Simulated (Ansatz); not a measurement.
Consider the cleavage of the B–B bond: `CB([SiH3])BCl` + `O[SiH2][SiH3]` → `[SiH3][SiH2]OBCl` + `CB[SiH3]`.

Computed with Ansatz on PBE0-D4/def2-TZVP structures; ΔE is electronic, products minus reactants. CCSD(T)/CBS adds triple-zeta CCSD(T) − MP2 to the extrapolated MP2 energy (def2 sets, frozen cores). Each species was taken in one conformer, which may not be the lowest.

| level | ΔE (eV) |
| --- | --- |
| HF/def2-TZVPP | -1.69 |
| CCSD/def2-TZVPP | -1.54 |
| CCSD(T)/def2-TZVPP | -1.52 |
| HF/def2-QZVPP | -1.70 |

Q: What does CCSD(T)/CBS give? (Best estimate.)

A: The calculation gave: -1.49 eV. The listed levels differ from it by -0.20, -0.05, -0.03, -0.21 eV.

Largest T1 diagnostic among the species: 0.013.

From PBE to PBE0 (25 % exact exchange), in def2-TZVPP and without D4, ΔE moves by −0.06 eV. In def2-TZVPP, CCSD(T) changes the Hartree–Fock value by +0.17 eV (the triples alone add +0.02 eV) and MP2 by +0.15 eV.
